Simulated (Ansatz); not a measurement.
`[F][SnH]([SH])[Cl]` + HCl → `[SH][SnH]([Cl])[Cl]` + H–F  (ligand exchange at the Sn–F bond)

Isolated molecules relaxed with PBE0-D4/def2-TZVP in Ansatz; ΔE leaves out vibrations. CCSD(T)/CBS adds triple-zeta CCSD(T) − MP2 to the extrapolated MP2 energy (def2 sets, frozen cores). This one scheme is used for every species. Functionals use def2-TZVPP. def2 core potentials past Kr. For Sn outer-core shells are correlated without core-valence functions, which leaves a few kJ/mol of doubt a bond. One conformer a species, not always the lowest.

| level | ΔE (kJ/mol) |
| --- | --- |
| BLYP | -16.3 |
| CCSD/def2-TZVPP | -31.2 |

**Question.** What does CCSD(T)/CBS give? (Best estimate.)

**Answer.** Ansatz gave: -34.5 kJ/mol. The listed levels differ from it by 18.2, 3.3 kJ/mol.

Largest T1 diagnostic among the species: 0.013.

Leaving LDA and LC-ωPBE aside and taking each functional with its dispersion term where it has one, the values, not all of them listed here, spread over 14.9 kJ/mol, from PBE-QIDH to B97M-V. LDA lies −4.1 kJ/mol from PBE without D4. From r2SCAN to r2SCAN0 (25 % exact exchange), in def2-TZVPP and without D4, ΔE moves by −7.0 kJ/mol.
